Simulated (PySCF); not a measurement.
C3H7O2, SMILES COCC[O], multiplicity 2. Atoms are numbered in the order given.

```xyz
12

C      1.9986     0.3899     0.0274
O      1.1351    -0.6196    -0.4269
C     -0.1796    -0.2002    -0.6789
C     -1.0151    -0.0646     0.6133
O     -2.2888     0.3337     0.4064
H      2.0643     1.2287    -0.6940
H      1.6921     0.8095     1.0068
H      2.9976    -0.0537     0.1451
H     -0.6452    -0.9706    -1.3132
H     -0.2136     0.7601    -1.2307
H     -0.9255    -0.9837     1.2377
H     -0.5636     0.7467     1.2413
```
Charge 0, spin multiplicity 2.

Geometry: B3LYP-D3(BJ)/def2-SVP. The isomer is the one that the SMILES or the coordinates give; other isomers of the formula were not compared. One conformer was computed; it need not be the lowest.

All values below come from PBE/pcH-1 (PySCF).

Unrestricted Kohn–Sham, ⟨S²⟩ = 0.752. Hyperfine tensors hold the contact and dipolar terms, without spin-orbit corrections.

Task: Estimate the hyperfine couplings. (An estimate is asked for; the answer gives what the named calculation found.)

Result: 
| nucleus | A(iso) (MHz) | A(iso) (G) | dipolar principal values (MHz) |
|---|---|---|---|
| 13C no. 1 | -1.9 | -0.7 | -1.3, -0.2, 1.5 |
| 17O no. 2 | -2.0 | -0.7 | -19.0, 9.4, 9.7 |
| 13C no. 3 | 17.4 | 6.2 | -5.6, -4.4, 10.0 |
| 13C no. 4 | -28.3 | -10.1 | -9.1, -0.2, 9.3 |
| 17O no. 5 | -25.0 | -8.9 | -234.4, 116.9, 117.5 |
| 1H no. 6 | 7.1 | 2.5 | -1.3, -0.5, 1.8 |
| 1H no. 7 | 21.3 | 7.6 | -2.9, 0.1, 2.8 |
| 1H no. 8 | 3.3 | 1.2 | -1.1, -0.9, 2.0 |
| 1H no. 9 | 12.8 | 4.6 | -4.5, -1.4, 5.8 |
| 1H no. 10 | -2.9 | -1.0 | -3.9, -2.3, 6.2 |
| 1H no. 11 | 35.7 | 12.8 | -6.8, -4.1, 10.9 |
| 1H no. 12 | 286.6 | 102.3 | -9.0, -3.2, 12.3 |
